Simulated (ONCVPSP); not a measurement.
**rhenium ONCV: all-electron and pseudo phase curves**

```json
{
 "Element": "rhenium (Re)",
 "Generator": "ONCVPSP 4.0.1",
 "Type": "optimised norm-conserving Vanderbilt (ONCV)",
 "Functional": "PBEsol",
 "Relativity": "scalar-relativistic",
 "Frozen core": "[Kr] 4d10 4f14",
 "Valence charge": "15",
 "Reference configuration": "5s2 5p6 5d5 6s1.5 (charge +0.5)",
 "Partial waves": "5s+6s: rc 1.60 bohr, ncon 4, nbas 7, qcut 9.6 1/bohr, 3 projectors, debl 2.1 Ha; 5p: rc 1.90 bohr, ncon 3, nbas 7, qcut 6.7 1/bohr, 2 projectors, debl 2.7 Ha; 5d: rc 1.90 bohr, ncon 4, nbas 8, qcut 9.3 1/bohr, 1 projector",
 "Local potential": "polynomial inside 1.30 bohr (lpopt 5, dvloc0 6 Ha)",
 "Core correction": "Teter function, fcfact 1.75, rcfact 1.35"
}
```

The phase is arctan(r·R′/R) of the radial function R(r), unwrapped; energies in Ha, scanned from -5 to 5 Ha. A pole is an energy at which the radial function vanishes at the test radius. The pseudo phase is shifted by a multiple of π to meet the all-electron one at the reference energy, and phase errors are pseudo minus all-electron; the curves can meet again beyond the range given. Levels narrower than the energy grid can be missing from the lists of poles.

Q: For each channel, where are the poles, and over which energies does the pseudopotential scatter like the atom?

A:

```csv
channel,radius (bohr),reference energy (Ha),"poles, all-electron","poles, pseudo",unbroken range about the reference energy with phases within 0.05 rad,phase error 1 Ha above the reference energy (rad)
s,1.62,-0.34,-2.70,-2.70,the whole range,+0.000
p,1.93,-1.87,-1.50,-1.51,the whole range,-0.000
d,1.93,-0.33,0.71,0.70,below 2.3,-0.002
```

Phases in the s channel:

```
E (Ha)  all-electron  pseudo
 -4.96         1.099   1.099
 -4.72         1.021   1.021
 -4.48         0.894   0.894
 -4.24         0.659   0.659
 -4.00         0.172   0.172
 -3.76        -0.572  -0.572
 -3.52        -1.079  -1.079
 -3.28        -1.326  -1.326
 -3.04        -1.460  -1.460
 -2.80        -1.544  -1.544
 -2.56        -1.604  -1.604
 -2.32        -1.651  -1.651
 -2.08        -1.690  -1.690
 -1.84        -1.725  -1.725
 -1.60        -1.757  -1.757
 -1.36        -1.790  -1.790
 -1.12        -1.823  -1.823
 -0.88        -1.859  -1.859
 -0.64        -1.899  -1.899
 -0.40        -1.946  -1.946
 -0.16        -2.001  -2.001
  0.08        -2.069  -2.069
  0.32        -2.155  -2.155
  0.56        -2.270  -2.270
  0.80        -2.425  -2.425
  1.04        -2.638  -2.638
  1.28        -2.918  -2.918
  1.52        -3.244  -3.244
  1.76        -3.559  -3.559
  2.00        -3.814  -3.813
  2.24        -4.002  -4.002
  2.48        -4.139  -4.139
  2.72        -4.240  -4.240
  2.96        -4.317  -4.317
  3.20        -4.376  -4.376
  3.44        -4.423  -4.423
  3.68        -4.462  -4.462
  3.92        -4.495  -4.495
  4.16        -4.522  -4.522
  4.40        -4.545  -4.545
  4.64        -4.566  -4.566
  4.88        -4.584  -4.584
```
